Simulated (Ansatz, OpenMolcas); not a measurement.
## CH6B2O (SMILES BB(C)O): methods side by side

The species is CH6B2O (10 atoms), meant as a singlet with charge 0. SMILES: `BB(C)O`. The coordinates come from a PBE0-D4/def2-TZVP relaxation. This is one conformer, not always the lowest.

Quantity: the HOMO–LUMO gap, in eV. The values are calculated.

```csv
level,kind,program,value (eV)
revPBE/def2-SVP,GGA,Ansatz,3.49
M06-L/def2-SVP,meta-GGA,OpenMolcas,4.42
TPSS/def2-SVP,meta-GGA,OpenMolcas,3.81
r2SCAN/def2-SVP,meta-GGA,Ansatz,4.07
B3LYP/def2-SVP,global hybrid,Ansatz,5.38
BHLYP/def2-SVP,global hybrid,Ansatz,8.21
wB97M-V/def2-SVP,range-separated hybrid,Ansatz,10.10
B2PLYP/def2-SVP,double hybrid,OpenMolcas,8.49
```

The values span 3.49 to 10.10 eV. Orbital gaps aren't excitation energies, and those of double hybrids come from the SCF part alone; they tend to grow with the share of exact exchange.
